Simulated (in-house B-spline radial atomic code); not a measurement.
Values are calculated unless marked as measured or tabulated.
# Making a Troullier-Martins d channel for I, r_c = 1.09 bohr

I, [Kr] 4d10 5s2 5p5, non-relativistic PBE, spherical and spin-unpolarised, from a B-spline radial code for spherical atoms (atomic units). The all-electron 4d level is ε = -1.936006 hartree, its outermost node lies just inside 0.36 bohr and its outer maximum at 0.78 bohr.

Inside r_c the pseudo-orbital is u(r) = r^3 exp(p(r)), with p = c0 + c2 r² + c4 r⁴ + … + c12 r¹². The seven coefficients follow from p and its first four derivatives at r_c, from zero curvature of the screened potential at the origin, c4 = −c2²/(2l + 5), and from the norm inside r_c. At r_c the all-electron orbital has P = 0.9129899, P' = -1.117368, the screened potential V = -4.716336, V' = 10.5189, V'' = -31.37693, and the norm inside is Q = 0.7288483.

What are p, p' and p'' at r_c?

p = ln(P/r_c^3) = ln(0.9129899/1.29503) = -0.34956. p' = P'/P − 3/r_c = -1.22386 − 2.75229 = -3.97615. The radial equation gives p'' = 2(V − ε) − 2(3) p'/r_c − p'² = -5.56066 − (-21.88706) − 15.80976 = 0.51664. Differentiating, p''' = 2V' + 2(3)p'/r_c² − 2(3)p''/r_c − 2p'p'' = 2.2225, and p'''' = 2V'' − 4(3)p'/r_c³ + 4(3)p''/r_c² − 2(3)p'''/r_c − 2p''² − 2p'p''' = -15.786.

For a trial c2 the five matching conditions are linear in c0, c6, c8, c10 and c12, and c2 is varied until the norm inside r_c equals Q. The root nearest zero gives:

```csv
n,c_n
0,2.61459
2,-2.855698
4,-0.9061122
6,2.477418
8,-1.942523
10,0.7346244
12,-0.1122244
```

Check c4 and p(r_c), and find the screened pseudopotential at the origin.

−c2²/9 = -0.906112, as listed. The terms c_n r_c^n are 2.61459, -3.39285, -1.27905, 4.15488, -3.87060, 1.73912, -0.31565, which sum to -0.34956. Inverting the radial equation, V_l(r) = ε + 3 p'/r + (p'' + p'²)/2, so V_l(0) = ε + (2l + 3) c2 = -1.936006 + 7 × (-2.8557) = -21.9259 hartree, finite where the all-electron potential diverges.

Orbitals and screened potentials:

```csv
r (bohr),P,u,V all-electron,V pseudo
0.109,-0.4284,0.0171,-309.9,-21.91
0.272,-0.4117,0.2217,-77.55,-21.43
0.436,0.4245,0.6462,-33.65,-19.32
0.6,0.9877,1.024,-18.14,-15.21
0.763,1.151,1.155,-10.87,-10.52
0.926,1.08,1.08,-6.968,-6.928
1.09,0.913,0.913,-4.716,-4.716
```

Logarithmic derivatives P'/P at R = 1.39 bohr, for energies E around ε:

```
E − ε (hartree)  all-electron     pseudo
           -0.5     0.0558983   0.055497
          -0.25     -0.602539  -0.602691
           -0.1      -1.14688    -1.1469
              0      -1.60916   -1.60914
            0.1      -2.18883   -2.18887
           0.25      -3.41045   -3.41108
            0.5      -7.79697   -7.80559
```

With P(R) = 0.5915512 and a norm of 0.8992137 inside R, what slope in energy does norm conservation fix?

d(P'/P)/dE = −2 × (norm inside R)/P(R)² = -5.1394 per hartree·bohr at E = ε, for both atoms, since orbital and norm agree at R. Differences over ±0.1 hartree give -5.2097 (all-electron) and -5.2099 (pseudo), which also hold third-order terms. Half a hartree below ε the two curves differ by -0.0004.
